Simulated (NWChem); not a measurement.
CH3Be cation; SMILES [Be+][CH3]

```xyz
5

Be     0.0000     0.0000    -1.1920
C      0.0000     0.0000     0.4590
H      0.7342     0.7342     0.8379
H      0.2687    -1.0029     0.8379
H     -1.0029     0.2687     0.8379
```
Atoms are numbered in this order, from 1.

Results from NWChem. Pople sets run with spherical d functions. All runs use the structure optimised with PBE0/def2-SVP. Vertical excitations in the gas phase; the lowest state need not have the same character in each row.

**Question.** Among these, which level gives the highest value of “lowest excitation, singlet (eV)”?
A. LDA (Slater exchange, VWN5)/6-31+G*, TDA
B. PBE/6-31+G*, TDA
C. BHandHLYP/6-31+G*, TDA
D. B3LYP/6-31+G*, TDA

**Answer.** C, BHandHLYP/6-31+G*, TDA. Values: LDA (Slater exchange, VWN5)/6-31+G*, TDA 4.31; PBE/6-31+G*, TDA 4.36; B3LYP/6-31+G*, TDA 4.48; BHandHLYP/6-31+G*, TDA 4.71
